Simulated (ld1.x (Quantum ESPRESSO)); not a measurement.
Transferability test, TM semilocal potential for W

ld1.x (Quantum ESPRESSO) 7.5 input, shortened:

```
&input
   title='W', zed=74., rel=1, dft='PBE', iswitch=3,
   config='[Xe] 4f14 5d4 6s0.5 6p0'
 /
 &inputp
   pseudotype=1, tm=.true., lloc=1,
   nlcc=.false.
 /
3
5S  1  0   2.00   0.00  1.75  1.75  0.0
5D  3  2   4.00   0.00  2.05  2.05  0.0
5P  2  1   6.00   0.00  1.75  1.75  0.0
 &test
   configts(1)='5s2 5p6 5d4 6s0.5 6p0'
 /
```

Occupied shells without a wave of their own: 6s. They enter only through the test configuration that unscreens the potential.

Energies are relative to the spin-unpolarised reference configuration 5s2 5p6 5d4 6s0.5 6p0; without spin polarisation the order of configurations can differ from experiment.

Q: Give the all-electron excitation energy and the error of the potential for: 5s2 5p6 5d4 6s2 6p0; 5s2 5p6 5d4 6s1 6p0; 5s2 5p6 5d4 6s0 6p0; 5s2 5p6 5d3 6s2 6p1; 5s2 5p6 5d3 6s0 6p0; 5s2 5p6 5d4 6s1 6p1; 5s2 5p5 5d4 6s2 6p0.

A:

```
valence configuration  charge  ΔE all-electron (eV)  error AE − PS (meV)
  5s2 5p6 5d4 6s2 6p0       0               -15.835                +3352
  5s2 5p6 5d4 6s1 6p0      +1                -6.952                +1352
  5s2 5p6 5d4 6s0 6p0      +2                 8.727                -1642
  5s2 5p6 5d3 6s2 6p1       0               -11.817                +4159
  5s2 5p6 5d3 6s0 6p0      +3                34.109                -2132
  5s2 5p6 5d4 6s1 6p1       0               -11.340                +1351
  5s2 5p5 5d4 6s2 6p0      +1                33.106                +4930
```

Levels in the configuration 5s2 5p6 5d4 6s0 6p0:

```json
{"level": "5s", "all-electron (eV)": "-95.152", "pseudo (eV)": "-95.908"}
{"level": "5p", "all-electron (eV)": "-59.299", "pseudo (eV)": "-59.954"}
{"level": "5d", "all-electron (eV)": "-19.881", "pseudo (eV)": "-20.320"}
```

These tests converged, but a pseudo level misses the all-electron one widely, so the file describes the atom poorly there or has found another state: 5s2 5p6 5d4 6s2 6p0: 6s by 1.6 eV; 5s2 5p6 5d4 6s1 6p0: 6s by 2.4 eV; 5s2 5p6 5d4 6s0 6p0: empty 6s by 3.6 eV; 5s2 5p6 5d3 6s2 6p1: 6s by 2.0 eV; 5s2 5p6 5d3 6s0 6p0: empty 6s by 4.6 eV; 5s2 5p6 5d4 6s1 6p1: 6s by 2.2 eV; 5s2 5p5 5d4 6s2 6p0: 6s by 2.5 eV. The 6s level has no wave, so the channel is fitted at the deeper level alone: the likely source of the large errors.

The potential misses its own reference levels by up to 3.0 eV, so it is not fit for use.
